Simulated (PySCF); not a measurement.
SiCl3I, SMILES [Si](I)(Cl)(Cl)Cl.

Geometry: PBE0-D3(BJ)/def2-SVP. The def2 effective core potentials stand for the cores of I; spin–orbit coupling is left out.

Computed with M06-2X/def2-TZVP (PySCF).

Symmetry labels are those of the subgroup Cs that the program uses (full group C3v).

Computed valence orbital energies around the gap with their symmetry:
```
orbital  symmetry  energy (eV)
-------  --------  -----------
HOMO−7         A"       -11.88
HOMO−6         A'       -11.88
HOMO−5         A"       -11.31
HOMO−4         A'       -11.31
HOMO−3         A"       -10.85
HOMO−2         A'       -10.76
HOMO−1         A'        -9.46
HOMO           A"        -9.46
LUMO           A'        -0.80
LUMO+1         A'         0.92
LUMO+2         A"         0.92
LUMO+3         A'         1.19
```
